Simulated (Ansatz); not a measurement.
A run for Ansatz (an electronic-structure program): U-CCSD(T)/def2-SVP on C2H6Zn (SMILES C[CH2][ZnH]), a point of a bond scan (R = 1.642 Å).

Ansatz 0.2 input:
```yaml
crystal:
  periodic: [false, false, false]
  atoms:
    - {symbol: Zn, position_ang: [-0.10398068, 0.14810832, 0.83353139]}
    - {symbol: H, position_ang: [-0.34502961, 0.86439028, 2.18452390]}
    - {symbol: C, position_ang: [0.20220802, -0.76013951, -0.88503749]}
    - {symbol: C, position_ang: [0.18421590, 0.15106074, -2.12117922]}
    - {symbol: H, position_ang: [-0.93352450, -1.93593746, -1.03773399]}
    - {symbol: H, position_ang: [1.16178570, -1.28259314, -0.81912726]}
    - {symbol: H, position_ang: [0.95366748, 0.92470169, -2.06784846]}
    - {symbol: H, position_ang: [-0.77469446, 0.66151920, -2.23669242]}
    - {symbol: H, position_ang: [0.36009488, -0.41279036, -3.04266189]}
basis:
  gaussian:
    orbitals: def2-SVP
correlation: {method: ccsd_t, electrons: outside_noble_gas}
scf: {omitted_lower_state_checks: [cluster_reference]}
magnetization: {spin_polarized: true, initial_magnetization: 0}
```

### Question
Give the final energy of this run.

### Answer
-1857.2685 hartree (reference determinant -1856.6192, T1 diagnostic 0.014).

### Question
How many basis functions does it have, and what does it roughly cost on one machine?

### Answer
89 functions; very roughly 22 core-seconds.
